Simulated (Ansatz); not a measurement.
Species: CH4OSi, SMILES `O=C[SiH3]` (charge 0, multiplicity 1), formula CH4OSi.

Question: How many basis functions does frozen-core CCSD(T)/cc-pVTZ // B3LYP-D3(BJ)/def2-TZVP (Ansatz, a quantum-chemistry and plane-wave program) use, how many core orbitals are frozen, and how many electrons are correlated?

Answer: 150 basis functions and 7 frozen orbitals, which leaves 18 correlated electrons. Core time is of the order of seconds.
